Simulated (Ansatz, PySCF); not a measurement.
CH7NSi3, SMILES [SiH3][Si@H]1N=C[SiH2]1. Atoms are numbered in the order given.

```xyz
12

Si     2.2051     0.7622     0.0840
Si     0.3660    -0.6897     0.2361
N     -0.8442    -0.0949     1.4592
C     -1.8784     0.1935     0.7455
Si    -1.5325    -0.2689    -1.0994
H      1.7085     2.1454    -0.1748
H      3.0111     0.7559     1.3398
H      3.0761     0.3412    -1.0543
H      0.8046    -2.0912     0.5075
H     -2.7802     0.6234     1.2260
H     -2.3582    -1.3983    -1.6258
H     -1.5778     0.8448    -2.0966
```
Charge 0, spin multiplicity 1.

Coordinates come from a B3LYP-D3(BJ)/def2-SVP optimisation. The structure was generated by enumeration; whether it is a known compound was not checked.

Two levels are set side by side: PBE-D3(BJ)/def2-SVP (Ansatz, a program for electronic structure) and B3LYP-D3(BJ)/def2-SVP (Ansatz). Each level has its own optimised geometry; the coordinates shown are those of the second. Frequencies come from the Hessian of PySCF at each geometry. Differences are taken from unrounded values.

```
quantity                            B3LYP-D3(BJ)
----------------------------------  ------------
mean bond length (Å)                       1.652
bond Si1–Si2 (Å)                           2.348
bond Si2–N3 (Å)                            1.821
bond Si2–Si5 (Å)                           2.359
bond N3–C4 (Å)                             1.289
bond C4–Si5 (Å)                            1.933
bond Si1–H6 (Å)                            1.492
bond Si1–H7 (Å)                            1.492
bond Si1–H8 (Å)                            1.494
bond Si2–H9 (Å)                            1.493
bond C4–H10 (Å)                            1.109
bond Si5–H11 (Å)                           1.495
bond Si5–H12 (Å)                           1.496
highest harmonic wavenumber (cm⁻¹)          3007
mean harmonic wavenumber (cm⁻¹)             1037
zero-point energy (kcal/mol)               44.46
```

Problem. What does PBE-D3(BJ) give, and how far is it from B3LYP-D3(BJ)? (An estimate is asked for; the answer gives what the named calculation found.)

Solution. 
| quantity | PBE-D3(BJ) | PBE-D3(BJ) minus B3LYP-D3(BJ) |
|---|---|---|
| mean bond length (Å) | 1.662 | 0.010 |
| bond Si1–Si2 (Å) | 2.351 | 0.003 |
| bond Si2–N3 (Å) | 1.834 | 0.014 |
| bond Si2–Si5 (Å) | 2.362 | 0.003 |
| bond N3–C4 (Å) | 1.299 | 0.010 |
| bond C4–Si5 (Å) | 1.939 | 0.006 |
| bond Si1–H6 (Å) | 1.505 | 0.013 |
| bond Si1–H7 (Å) | 1.505 | 0.013 |
| bond Si1–H8 (Å) | 1.506 | 0.013 |
| bond Si2–H9 (Å) | 1.508 | 0.014 |
| bond C4–H10 (Å) | 1.118 | 0.009 |
| bond Si5–H11 (Å) | 1.509 | 0.014 |
| bond Si5–H12 (Å) | 1.510 | 0.014 |
| highest harmonic wavenumber (cm⁻¹) | 2937 | -70 |
| mean harmonic wavenumber (cm⁻¹) | 1000 | -37 |
| zero-point energy (kcal/mol) | 42.90 | -1.57 |

GGA bonds tend to be longer and softer than those of functionals with exact exchange. Differences between two approximate levels are no errors against the true value.
